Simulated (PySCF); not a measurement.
**Radial density of Ti²⁰⁺ (titanium, charge +20)**

M06-2X, 1s2, closed-shell 1S. Computed with PySCF 2.14 in an uncontracted even-tempered set (15 s from 18 bohr⁻², ratio 2.2; 7 p from 28 bohr⁻², ratio 2.4; 4 d from 85 bohr⁻², ratio 2.4; 3 f from 130 bohr⁻², ratio 2.4; 3 g from 190 bohr⁻², ratio 2.4), with the non-relativistic Hamiltonian (point nucleus).

| r (bohr) | 4πr²ρ (e/bohr) |
| --- | --- |
| 0.00121 | 0.1152 |
| 0.00204 | 0.3143 |
| 0.00343 | 0.8365 |
| 0.00576 | 2.136 |
| 0.00969 | 5.083 |
| 0.0163 | 10.75 |
| 0.0274 | 18.66 |
| 0.0461 | 23.34 |
| 0.0776 | 16.90 |
| 0.130 | 4.890 |
| 0.219 | 0.3057 |
| 0.369 | 0.001365 |
